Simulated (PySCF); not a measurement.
Species: 4-aminobenzaldehyde, C7H7NO.
Cartesian coordinates in Å at the PBE0-D3(BJ)/def2-SVP level; atoms count from 1:
```
atom  x, y, z in Å
N1     2.9450   -0.0825   -0.0735
C2     1.5891    0.0252    0.0333
C3     0.7583   -1.0965   -0.1653
C4    -0.6148   -0.9826   -0.0258
C5    -1.2084    0.2404    0.3110
C6    -2.6648    0.3560    0.4450
O7    -3.2611    1.3717    0.7167
C8    -0.3821    1.3575    0.5113
C9     0.9890    1.2576    0.3775
H10    3.5043    0.7565   -0.1151
H11    3.3424   -0.9060   -0.5004
H12    1.2080   -2.0573   -0.4289
H13   -1.2495   -1.8601   -0.1848
H14   -3.2191   -0.6041    0.2685
H15   -0.8556    2.3066    0.7741
H16    1.6234    2.1336    0.5378
```

Computed with PySCF at CAM-B3LYP/def2-SVPD, non-relativistic, on one gas-phase PBE0-D3(BJ)/def2-SVP geometry that isn't relaxed in the solvent. The solvent is an IEF-PCM continuum (van der Waals radii × 1.2), and excitations are vertical TDDFT with non-equilibrium linear response and a frozen core. The model holds no explicit solvent molecules, cavitation or dispersion.

Gas-phase singlets (H = HOMO, L = LUMO):

```csv
state,E (eV),λ (nm),f,leading configurations
S1,4.040,307,0.000,"H-1→L 88%, H-1→L+5 10%"
S2,4.707,263,0.313,"H→L 72%, H→L+1 19%"
S3,4.854,255,0.154,"H→L+1 54%, H→L 22%, H-2→L 21%"
S4,5.769,215,0.002,H→L+2 94%
S5,5.943,209,0.182,"H-2→L 72%, H→L+1 24%"
```

**Question.** Give the list for dichloromethane (ε = 8.93), n² = 2.03.

**Answer.** 
| state | E (eV) | λ (nm) | f | leading configurations | change by rank (eV) |
| --- | --- | --- | --- | --- | --- |
| S1 | 4.216 | 294 | 0.000 | H-2→L 90%, H-2→L+5 9% | +0.176 |
| S2 | 4.433 | 280 | 0.586 | H→L 94% | -0.274 |
| S3 | 4.788 | 259 | 0.048 | H→L+1 71%, H-1→L 25% | -0.066 |
| S4 | 5.702 | 217 | 0.227 | H-1→L 73%, H→L+1 25% | -0.067 |
| S5 | 6.099 | 203 | 0.000 | H→L+2 80%, H→L+3 14% | +0.156 |

**Question.** What are the lowest 5 singlets in acetone (ε = 20.49)?

**Answer.** 
```tsv
state	E (eV)	λ (nm)	f	leading configurations	change by rank (eV)
S1	4.237	293	0.000	H-2→L 90%, H-2→L+5 8%	+0.197
S2	4.431	280	0.573	H→L 94%	-0.276
S3	4.787	259	0.046	H→L+1 70%, H-1→L 25%	-0.067
S4	5.696	218	0.217	H-1→L 72%, H→L+1 26%	-0.073
S5	6.126	202	0.000	H→L+2 75%, H→L+3 19%	+0.183
```

**Question.** The ground-state energy changes by -0.434 eV from gas to acetone. By how much does the total energy of gas-phase S2 change?

**Answer.** E(S2) = E(S0) + excitation energy, so it changes by -0.434 − 0.276 = -0.710 eV: it is lowered more than the ground state, which is what a red shift means. This is the vertical state, with the slow part of the continuum still set for S0.

**Question.** How do the frontier levels move from gas to acetone?

**Answer.** 
| orbital | gas (eV) | solvent (eV) | change (eV) | Löwdin shares, gas | Löwdin shares, solvent |
| --- | --- | --- | --- | --- | --- |
| LUMO+2 | 1.10 | 1.57 | +0.47 | H11 20 %, H10 18 %, N1 17 %, C2 9 % | C6 14 %, C3 10 %, C4 9 %, C9 8 % |
| LUMO+1 | 0.55 | 0.68 | +0.13 | C4 21 %, C9 18 %, C3 16 %, C8 16 % | C4 21 %, C9 18 %, C3 17 %, C8 15 % |
| LUMO | -0.35 | -0.44 | -0.09 | C6 21 %, O7 18 %, C2 12 %, C5 10 % | C6 24 %, O7 19 %, C2 11 %, C8 10 % |
| HOMO | -7.54 | -7.38 | +0.16 | N1 23 %, C5 18 %, C2 12 %, C3 11 % | N1 25 %, C5 17 %, C2 12 %, C3 11 % |
| HOMO-1 | -8.69 | -8.83 | -0.14 | O7 62 %, C6 16 %, H14 9 %, C5 8 % | C9 21 %, C8 21 %, C3 20 %, C4 20 % |
| HOMO-2 | -8.93 | -9.00 | -0.07 | C9 22 %, C8 21 %, C3 20 %, C4 19 % | O7 60 %, C6 17 %, H14 9 %, C5 9 % |
| HOMO-3 | -10.68 | -10.58 | +0.10 | N1 26 %, O7 14 %, C5 13 %, C4 11 % | N1 27 %, C5 15 %, C4 11 %, O7 11 % |

The HOMO–LUMO gap goes from 7.19 to 6.94 eV. Rows go by rank; for HOMO-2, HOMO-1 and LUMO+2 the atom shares or the degeneracy differ between the runs, so the row needn't follow one orbital.

Time: 42 s of wall time; peak memory 1.2 GiB. Hardware: AMD EPYC 7R43, one thread (shared host). This is the whole response run at CAM-B3LYP/def2-SVPD in acetone, SCF included.
